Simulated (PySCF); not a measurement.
**Rotational lines of MgGa⁺**

Lines J+1 ← J of the vibrational ground state, computed from RHF-CCSD(T) constants of MgGa⁺, ¹Σ⁺ (singlet), closed shell (basis Mg def2-SVP, Ga def2-SVP; no relativity; PySCF 2.14; masses 23.9850 and 68.9256 u), in MHz:

```tsv
J	ν (MHz)
0	5698.4
1	11396.8
2	17094.9
3	22792.6
4	28489.9
```

Q: Find B0 and the effective bond length r0; with αe = 0.000774 cm⁻¹, find Re.

A: ν = 2B0(J+1) − 4D(J+1)³ gives B0 = 0.095040 cm⁻¹. With the reduced mass μred = 17.793 u, r0 = √(16.8576/(μred·B0)) (u, cm⁻¹, Å) = 3.1573 Å. Be = B0 + αe/2 = 0.095427 cm⁻¹ gives Re = 3.151 Å.

Correlated steps freeze 10 core orbitals. Correlated levels converge slowly with the basis: in double zeta they bind strong bonds too weakly, by up to about 1 eV, and carry superposition errors of some tenths. For an ion De counts to the pair picked by the measured ionisation energies or electron affinities, which need not be the lowest pair at this level.
